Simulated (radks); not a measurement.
Values are calculated unless marked as measured or tabulated.
Problem. These are the eigenvalues of the occupied orbitals of an atom or ion with whole-number occupations (hartree). Level of theory: Dirac Kohn-Sham, BLYP, spin-unpolarised, spherical densities, point nucleus (a radial shooting solver on a logarithmic mesh with Libxc functionals).

orbital  eigenvalue
1s1/2     -932.6145
2s1/2     -139.1074
2p1/2     -129.4332
2p3/2     -122.9868
3s1/2     -27.22518
3p1/2     -23.37823
3p3/2     -22.24006
3d3/2     -15.42846
3d5/2     -15.19911
4s1/2      -5.54514
4p1/2      -4.31525
4p3/2      -4.11843
4d3/2      -2.20882
4d5/2      -2.18223

Which element is it, and in what charge state? The configuration may be excited. Open shells, if any, fill j = l - 1/2 first.

Solution. Z = 47, silver, charge +4: Ag4+ in [Kr] 4d7. The list shows which subshells hold electrons but not how many an open one holds; the 1s level, -932.61 hartree, gives Z - s = 43.2 by -(Z - s)^2/2, which with screening and relativity narrows Z to a few neighbours, and the depths of the outer levels then fix element, charge and occupations together.
